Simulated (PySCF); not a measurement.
CdH₄N₂. Atoms are numbered in the order given.

```xyz
7

Cd     0.0000     0.0000     0.0129
N     -0.0779    -2.0002    -0.1013
H      0.8050    -2.4179    -0.3703
H     -0.3511    -2.4379     0.7702
N      0.0779     2.0002    -0.1013
H     -0.8050     2.4179    -0.3703
H      0.3511     2.4379     0.7702
```

Coordinates come from a PBE0-D3(BJ)/def2-TZVP optimisation. The def2 effective core potentials stand for the cores of Cd; spin–orbit coupling is left out. The values are those of a single conformer.

Method: PBE/def2-TZVPD (PySCF).

Mulliken values depend strongly on the basis, most of all with diffuse functions as here. ESP charges are fitted to the potential on shells at 1.4 to 2.0 van der Waals radii. Atomic charges (e):

```json
[
 {"atom": "Cd1", "Mulliken": "0.42", "ESP fit": "…"},
 {"atom": "N2", "Mulliken": "-0.62", "ESP fit": "…"},
 {"atom": "H3", "Mulliken": "0.21", "ESP fit": "…"},
 {"atom": "H4", "Mulliken": "0.20", "ESP fit": "…"},
 {"atom": "N5", "Mulliken": "-0.62", "ESP fit": "…"},
 {"atom": "H6", "Mulliken": "0.21", "ESP fit": "…"},
 {"atom": "H7", "Mulliken": "0.20", "ESP fit": "…"}
]
```

Problem. Some entries are withheld; supply them. (Estimate from the structure and the level; the computed values follow.)

Solution. 
- Cd1, ESP fit: 0.63
- N2, ESP fit: -0.80
- H3, ESP fit: 0.26
- H4, ESP fit: 0.22
- N5, ESP fit: -0.80
- H6, ESP fit: 0.26
- H7, ESP fit: 0.22
